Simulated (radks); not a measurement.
Isoelectronic series with 33 electrons, each ion in its NIST ground configuration. All-electron calculation, scalar-relativistic Kohn-Sham, PBE, spin-unpolarised, spherical densities, point nucleus. Program: a radial shooting solver on a logarithmic mesh with Libxc functionals. Total energies (hartree) and orbital eigenvalues (eV):

As: configuration [Ar] 3d10 4s2 4p3; E (hartree) -2260.80654; 4p -5.1950; 4s -14.4942
Kr3+: configuration [Ar] 3d10 4s2 4p3; E (hartree) -2787.45251; 4p -43.3228; 4s -59.1033
Mo9+: configuration [Ar] 3d10 4s2 4p3; E (hartree) -4024.77634; 4p -175.8941; 4s -205.2423
Rh12+: configuration [Ar] 3d10 4s2 4p3; E (hartree) -4736.60746; 4p -267.4735; 4s -304.2344
Cd15+: configuration [Ar] 3d10 4s2 4p3; E (hartree) -5511.64234; 4p -375.4310; 4s -420.2149
Sb18+: configuration [Ar] 3d10 4s2 4p3; E (hartree) -6350.86934; 4p -499.6733; 4s -553.2388
Xe21+: configuration [Ar] 3d10 4s2 4p3; E (hartree) -7255.40366; 4p -640.1952; 4s -703.4636
La24+: configuration [Ar] 3d10 4s2 4p3; E (hartree) -8226.4910; 4p -797.0448; 4s -871.1201
Nd27+: configuration [Ar] 3d10 4s2 4p3; E (hartree) -9265.5160; 4p -970.3072; 4s -1056.500
Eu30+: configuration [Ar] 3d10 4s2 4p3; E (hartree) -10374.0143; 4p -1160.095; 4s -1259.949
